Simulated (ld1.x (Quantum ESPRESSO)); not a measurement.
zirconium, TM semilocal: configuration errors across variants

ld1.x (Quantum ESPRESSO) 7.5 input, shortened:

```
&input
   title='Zr', zed=40., rel=1, dft='PBE', iswitch=3,
   config='[Kr] 4d2 5s2 5p0'
 /
 &inputp
   pseudotype=1, tm=.true., lloc=2,
   nlcc=.true., rcore=1.40
 /
3
5S  1  0   2.00   0.00  3.45  3.45  0.0
5P  2  1   0.00   0.00  3.45  3.45  0.0
4D  3  2   2.00   0.00  2.20  2.20  0.0
 &test
   configts(1)='4d2 5s2 5p0'
 /
```

All-electron excitation energies from the reference (eV): (1) 4d2 5s1 5p0 7.137; (2) 4d2 5s0 5p0 20.077; (3) 4d1 5s0 5p0 42.704; (4) 4d1 5s2 5p1 3.003; (5) 4d2 5s1 5p1 3.041; (6) 4d3 5s1 5p0 1.195; (7) 4d2 5s1.5 5p0 2.880.

A semilocal file is local in each channel, so a ghost entry of none says nothing of the separable form that plane-wave codes build from it.

Errors AE − PS in meV (a dash: test not solved or not reliable):

| change | (1) | (2) | (3) | (4) | (5) | (6) | (7) | bound ghosts |
| --- | --- | --- | --- | --- | --- | --- | --- | --- |
| base | -6.0 | -42 | -252 | -133 | -3.8 | -65 | -1.4 | none |
| wave 5s (bound): rc 3.45 bohr becomes 5s (bound): rc 2.50 bohr | -4.0 | -34 | -266 | -116 | -2.8 | -57 | -1.0 | none |
| wave 5s (bound): rc 3.45 bohr becomes 5s (bound): rc 2.88 bohr | -6.4 | -40 | -227 | -140 | -3.3 | -70 | -1.6 | none |
| wave 5s (bound): rc 3.45 bohr becomes 5s (bound): rc 3.30 bohr | -6.3 | -41 | -234 | -138 | -3.4 | -68 | -1.5 | none |
| wave 5s (bound): rc 3.45 bohr becomes 5s (bound): rc 3.48 bohr | -6.0 | -42 | -252 | -133 | -3.8 | -65 | -1.4 | none |
| wave 5s (bound): rc 3.45 bohr becomes 5s (bound): rc 3.86 bohr | -5.6 | -62 | -353 | -109 | -7.0 | -47 | -1.1 | none |
| wave 5s (bound): rc 3.45 bohr becomes 5s (bound): rc 4.14 bohr | -5.9 | -79 | -420 | -96 | -9.4 | -37 | -0.9 | none |
| wave 5s (bound): rc 3.45 bohr becomes 5s (bound): rc 4.48 bohr | -7.8 | -134 | -606 | -64 | -16 | -14 | -0.7 | none |
| wave 5s (bound): rc 3.45 bohr becomes 5s (bound): rc 4.88 bohr | -11 | -196 | -789 | -37 | -24 | +6.5 | -0.6 | none |
| wave 5s (bound): rc 3.45 bohr becomes 5s (bound): rc 5.12 bohr | -14 | -247 | -932 | -19 | -29 | +20 | -0.7 | none |

**Question.** Give the same row for: wave 5s (bound): rc 3.45 bohr becomes 5s (bound): rc 2.22 bohr.

**Answer.** +1.2, -30, -331, -37, -2.6, -36, +0.2; bound ghosts: none.
